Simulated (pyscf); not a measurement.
A first-order saddle from PySCF, ωB97X-D3(BJ)/def2-SVP:

```xyz
18

Si    -0.4874     0.4213     0.2834
Si     1.0514     2.0325    -0.3951
Si    -2.0625     0.0140    -1.3832
Si    -1.5202     1.0399     2.2772
H      2.0792     2.2396     0.6678
H      0.3636     3.3330    -0.6544
H      1.7334     1.5948    -1.6491
H     -1.3814    -0.4266    -2.6366
H     -2.8438     1.2534    -1.6744
H     -3.0086    -1.0547    -0.9450
H     -2.4624    -0.0299     2.7207
H     -0.4947     1.2533     3.3412
H     -2.2889     2.3075     2.0937
Ge     1.3303    -2.6310     0.8934
H      0.3622    -1.0195     0.5651
H      1.0697    -3.0770     2.3445
H      2.8313    -2.3547     0.6847
H      0.8482    -3.7143    -0.0899
```
Charge 0, spin multiplicity 2.

Surface: doublet, charge 0. Lowest wavenumbers (cm⁻¹): 1348i, 12, 19, 19, 65.

### Question
Which two sides does it connect, and which bonds change?

### Answer
`[SiH3][Si]([SiH3])[SiH3]` [doublet] + `[GeH4]` ⇌ `[SiH3][SiH]([SiH3])[SiH3]` + `[GeH3]` [doublet], a hydrogen abstraction read from left to right: Ge–H broken and H–Si formed. At ωB97M-D3(BJ)/def2-TZVP it lies +6.6 kcal/mol from the left side and +5.9 kcal/mol from the right (each side as separated species at their lowest minima found). This is the saddle that the search found; another between the same sides may lie lower. The angle at the transferred H is 179°. Elements up to Kr have no core potential and no relativistic terms here.
